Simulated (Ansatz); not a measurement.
Z-matrix (Å, degrees):
```
Ge
Ge 1 2.441
H 1 1.536 2 108.4
H 1 1.533 2 108.1 3 119.0
H 1 1.538 2 110.5 3 -120.5
Cl 2 2.169 1 107.2 3 179.0
H 2 1.552 1 114.8 3 63.2
```

Total charge 0; spin multiplicity 2.

Problem. List the PBE/def2-TZVPP orbital energies in eV (Ansatz). (Estimate.)

Solution. Ansatz gave: α occupied: -10805.27, -10804.82, -2738.84, -1338.58, -1338.20, -1192.02, -1192.01, -1191.97, -1191.63, -1191.60, -1191.60, -249.39, -190.09, -189.94, -189.90, -163.14, -162.76, -114.64, -114.60, -114.49, -114.23, -114.18, -114.17, -30.47, -30.43, -30.36, -30.34, -30.32, -30.02, -30.02, -29.99, -29.96, -29.95, -20.19, -14.61, -12.81, -9.39, -8.89, -8.67, -8.41, -8.07, -7.13, -5.25. α empty: -1.46, -0.84, -0.22, 0.11, 0.65, 0.98, 2.91, 3.75. β occupied: -10805.24, -10804.81, -2738.83, -1338.57, -1338.20, -1192.00, -1191.98, -1191.96, -1191.62, -1191.60, -1191.60, -249.38, -190.07, -189.90, -189.89, -163.11, -162.76, -114.60, -114.54, -114.47, -114.22, -114.17, -114.17, -30.40, -30.34, -30.31, -30.26, -30.25, -30.01, -30.00, -29.97, -29.95, -29.94, -20.09, -14.44, -12.51, -9.26, -8.77, -8.63, -8.29, -7.87, -7.00. β empty: -4.13, -1.21, -0.64, -0.04, 0.33, 0.78, 1.21, 3.34. ⟨S²⟩ = 0.752.
